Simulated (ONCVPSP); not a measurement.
Transferability test, ONCV potential for rhenium

ONCVPSP 4.0.1 input, shortened (lines: element, Z, core and valence counts, functional; n l f; lmax; l rc ep ncon nbas qcut; lloc lpopt rc5 dvloc0; l nproj debl; icmod fcfact rcfact), PBEsol, scalar-relativistic:

```
  Re 75.00    9    5  -116133      upf
    1    0    2.00
    2    0    2.00
    2    1    6.00
    3    0    2.00
    3    1    6.00
    3    2   10.00
    4    0    2.00
    4    1    6.00
    4    2   10.00
    4    3   14.00
    5    0    2.00
    5    1    6.00
    5    2    5.00
    6    0    1.50
    3
    0    1.45    0.00    4    7    6.40
    1    1.95    0.00    5    9    8.60
    2    2.30    0.00    3    8    6.40
    3    1.05    0.00    5   10   13.80
    4    5    0.85    0.00
    0    2    3.30
    1    2    3.60
    2    3    0.40
    3    2    1.30
    3    4.25    1.75
```

In the f channel the program set the typed energies aside and used -1.694, 0.250 Ha.

Energies are relative to the spin-unpolarised reference configuration 4f14 5s2 5p6 5d5 6s1.5; without spin polarisation the order of configurations can differ from experiment.

```
valence configuration  charge  ΔE all-electron (eV)  error AE − PS (meV)
 4f14 5s2 5p6 5d5 6s2       0                -3.802                 +1.2
 4f14 5s2 5p6 5d5 6s0      +2                21.835                 -9.0
```

(1) What are ΔE and the potential's error for 4f14 5s2 5p6 5d4 6s0?

(2) What are ΔE and the potential's error for 4f14 5s2 5p6 5d5 6s1?

Levels in the configuration 4f14 5s2 5p6 5d5 6s2:

```csv
level,all-electron (eV),pseudo (eV)
4f,-42.345,-42.313
5s,-85.292,-85.282
5p,-47.032,-47.028
5d,-5.399,-5.398
6s,-5.981,-5.980
```

Note: ghosts flagged at negative energy: s at -153.6 eV, d at -22.2 eV; GHOST(+) flagged for p at 147.1 eV. A true bound ghost makes a file unfit for plane-wave use.

## Answers

(1) ΔE = 48.993 eV all-electron; the error (AE − PS) is -8.4 meV.

(2) ΔE = 5.491 eV all-electron; the error (AE − PS) is -1.9 meV.
